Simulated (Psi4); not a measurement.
C3H9ClSi (SMILES C[Si](C)(C)Cl), singlet, geometry from GFN2-xTB; CCSD(T)/STO-3G in Psi4.

Psi4 was given this input:
```
memory 2 GB

molecule {
0 1
C    -0.74978598    1.59672421   -0.36729719
Si    0.16935212    0.11507053    0.39960080
C     1.63470173   -0.41130752   -0.69768298
C    -1.02145525   -1.34456870    0.68211767
Cl    0.90913523    0.69442496    2.21566147
H    -1.16721741    1.34294873   -1.33670467
H    -1.56785901    1.92573043    0.26713269
H    -0.08529637    2.44461056   -0.50725592
H     2.17557152   -1.24608658   -0.26096019
H     1.29949050   -0.71684066   -1.68389433
H     2.34259872    0.40224793   -0.82832830
H    -1.44967120   -1.69118153   -0.25323206
H    -1.84256222   -1.06385757    1.33557630
H    -0.51238124   -2.18640934    1.14272773
}

set {
  basis sto-3g
}

energy('ccsd(t)')
print_variables()
```

Task: Predict the main parts of the log of this Psi4 run.

Result: 
```
   => Loading Basis Set <=

    Name: STO-3G
    Role: ORBITAL
    Keyword: BASIS

         ---------------------------------------------------------
                                   SCF
               by Justin Turney, Rob Parrish, Andy Simmonett
                          and Daniel G. A. Smith
                              RHF Reference
         ---------------------------------------------------------

  ==> Geometry <==

    Molecular point group: c1
    Full point group: C1

    Geometry (in Angstrom), charge = 0, multiplicity = 1:

       Center              X                  Y                   Z               Mass
    ------------   -----------------  -----------------  -----------------  -----------------
         C           -1.065268734034     1.367150053333    -1.125728072406    12.000000000000
         SI          -0.146130634034    -0.114503626667    -0.358830082406    27.976926534650
         C            1.319218975966    -0.640881676667    -1.456113862406    12.000000000000
         C           -1.336938004034    -1.574142856667    -0.076313212406    12.000000000000
         CL           0.593652475966     0.464850803333     1.457230587594    34.968852682000
         H           -1.482700164034     1.113374573333    -2.095135552406     1.007825032230
         H           -1.883341764034     1.696156273333    -0.491298192406     1.007825032230
         H           -0.400779124034     2.215036403333    -1.265686802406     1.007825032230
         H            1.860088765966    -1.475660736667    -1.019391072406     1.007825032230
         H            0.984007745966    -0.946414816667    -2.442325212406     1.007825032230
         H            2.027115965966     0.172673773333    -1.586759182406     1.007825032230
         H           -1.765153954034    -1.920755686667    -1.011662942406     1.007825032230
         H           -2.158044974034    -1.293431726667     0.577145417594     1.007825032230
         H           -0.827863994034    -2.415983496667     0.384296847594     1.007825032230

  Running in c1 symmetry.

  Rotational constants: A =      0.10134  B =      0.07227  C =      0.07226 [cm^-1]
  Rotational constants: A =   3038.08074  B =   2166.60953  C =   2166.26995 [MHz]
  Nuclear repulsion =  298.106737037449022

  Charge       = 0
  Multiplicity = 1
  Electrons    = 58
  Nalpha       = 29
  Nbeta        = 29

  ==> Algorithm <==

  SCF Algorithm Type is PK.
  DIIS enabled.
  MOM disabled.
  Fractional occupation disabled.
  Guess Type is SAD.
  Energy threshold   = 1.00e-08
  Density threshold  = 1.00e-08
  Integral threshold = 1.00e-12

  ==> Primary Basis <==

  Basis Set: STO-3G
    Blend: STO-3G
    Number of shells: 28
    Number of basis functions: 42
    Number of Cartesian functions: 42
    Spherical Harmonics?: true
    Max angular momentum: 1

  ==> Integral Setup <==

  Using in-core PK algorithm.
   Calculation information:
      Number of atoms:                  14
      Number of AO shells:              28
      Number of primitives:             84
      Number of atomic orbitals:        42
      Number of basis functions:        42

      Integral cutoff                 1.00e-12
      Number of threads:                 1

  Performing in-core PK
  Using 816312 doubles for integral storage.
  We computed 74438 shell quartets total.
  Whereas there are 82621 unique shell quartets.

  ==> DiskJK: Disk-Based J/K Matrices <==

    J tasked:                  Yes
    K tasked:                  Yes
    wK tasked:                  No
    Schwarz Cutoff:          1E-12

  Minimum eigenvalue in the overlap matrix is 2.2807927052E-01.
  Reciprocal condition number of the overlap matrix is 9.6552378341E-02.
    Using symmetric orthogonalization.

  ==> Pre-Iterations <==

  SCF Guess: Superposition of Atomic Densities via on-the-fly atomic UHF (no occupation information).

   -------------------------
    Irrep   Nso     Nmo
   -------------------------
     A         42      42
[...]
  @RHF Final Energy:  -857.76585089721652
    Total Energy =                       -857.7658508972165237
[...]
     2        -0.264096527342511    2.686e-02    0.002589    0.014246    0.014246    0.128912
     3        -0.265086303136629    3.964e-03    0.002638    0.014638    0.014638    0.129970
     4        -0.265296424343829    1.375e-03    0.002616    0.014601    0.014601    0.130345
     5        -0.265301076450623    3.244e-04    0.002614    0.014586    0.014586    0.130384
     6        -0.265298555664272    5.702e-05    0.002614    0.014585    0.014585    0.130381
     7        -0.265299358530859    1.549e-05    0.002614    0.014584    0.014584    0.130380
     8        -0.265299701651193    4.477e-06    0.002614    0.014583    0.014583    0.130379
     9        -0.265299675334406    1.431e-06    0.002614    0.014583    0.014583    0.130379
    10        -0.265299641265735    4.584e-07    0.002614    0.014583    0.014583    0.130379
    11        -0.265299641991765    1.005e-07    0.002614    0.014583    0.014583    0.130379
    12        -0.265299646781529    2.931e-08    0.002614    0.014583    0.014583    0.130379

    Iterations converged.

    Largest TIA Amplitudes:
             26   0         0.0103391355
             17   0         0.0083327824
             18   0        -0.0051411886
             17   1         0.0051282164
             24   2        -0.0044949809
             25   3         0.0044846488
             26   1        -0.0041589569
             14   1        -0.0033469774
             18   1         0.0031483780
             28   2         0.0030137873

    Largest TIjAb Amplitudes:
     26  26   0   0        -0.0554740587
     21  21   5   5        -0.0311094366
     22  22   4   4        -0.0309522403
     23  23   6   6        -0.0249894431
     24  24   2   2        -0.0246674422
     25  25   3   3        -0.0246335562
     17  17   0   0        -0.0227083796
     21  21   9   9        -0.0217799648
     20  20   7   7        -0.0217506615
     19  19   8   8        -0.0216626766

    SCF energy       (wfn)                    = -857.765850897216524
    Reference energy (file100)                = -857.765850897214932

    Opposite-spin MP2 correlation energy      =   -0.180652045749087
    Same-spin MP2 correlation energy          =   -0.021380223226759
    Singles MP2 correlation energy            =   -0.000000000000000
    MP2 correlation energy                    =   -0.202032268975846
      * MP2 total energy                      = -857.967883166190745

    Opposite-spin CCSD correlation energy     =   -0.248266168766422
    Same-spin CCSD correlation energy         =   -0.017033478015107
    Singles CCSD correlation energy           =    0.000000000000000
    CCSD correlation energy                   =   -0.265299646781529
      * CCSD total energy                     = -858.031150543996432

            **************************
            *                        *
            *        CCTRIPLES       *
            *                        *
            **************************

    Wave function   =    CCSD_T
    Reference wfn   =      RHF

    Nuclear Rep. energy (wfn)                =  298.106737037449022
    SCF energy          (wfn)                = -857.765850897216524
    Reference energy    (file100)            = -857.765850897214932
    CCSD energy         (file100)            =   -0.265299646781529
    Total CCSD energy   (file100)            = -858.031150543996432

    Number of ijk index combinations:             4495
    Approx. words needed per explicit thread:            8788
    Number of threads for explicit ijk threading:    1

    MKL num_threads set to 1 for explicit threading.

    (T) energy                                =   -0.001929799731090
      * CCSD(T) total energy                  = -858.033080343727534

  Variable Map:
  ----------------------------------------------------------------------------
[...]
  Array Variable Map:
  ----------------------------------------------------------------------------
[...]
[...]
```
